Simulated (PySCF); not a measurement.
Yb⁵⁸⁺: ionisation energy

Yb⁵⁸⁺ [Ne] 3s2 (1S) → Yb⁵⁹⁺ [Ne] 3s1 (2S), as a difference of total energies. Calculation: PySCF 2.14, in an uncontracted even-tempered set (17 s from 16 bohr⁻², ratio 2.5; 12 p from 20 bohr⁻², ratio 2.5; 4 d from 74 bohr⁻², ratio 2.7; 4 f from 110 bohr⁻², ratio 2.7); the spin-free X2C one-electron Hamiltonian (Gaussian nucleus). Correlated levels: outer shells: 1s2 frozen; virtual orbitals above 40 to 60 times the deepest correlated orbital energy dropped. The calculations carry no spin-orbit coupling.

```
                method  ionisation energy (eV)
                   UHF                  6114.3
                   LDA                  6119.2
                   PBE                  6123.2
                  PBE0                  6121.3
                r2SCAN                  6113.7
                  PW91                  6124.0
                 TPSSh                  6119.7
    MP2 (outer shells)                  6117.7
SCS-MP2 (outer shells)                  6118.1
```

Problem. How much does correlation contribute at MP2 (outer shells)?

Solution. 6117.7 − (6114.3) = 3.4 eV, measured against UHF.

Breit and QED terms and the two-electron picture change are absent.

For comparison: 6111 ± 6 eV (theoretical estimate listed by NIST; NIST Atomic Spectra Database, ionization energies).
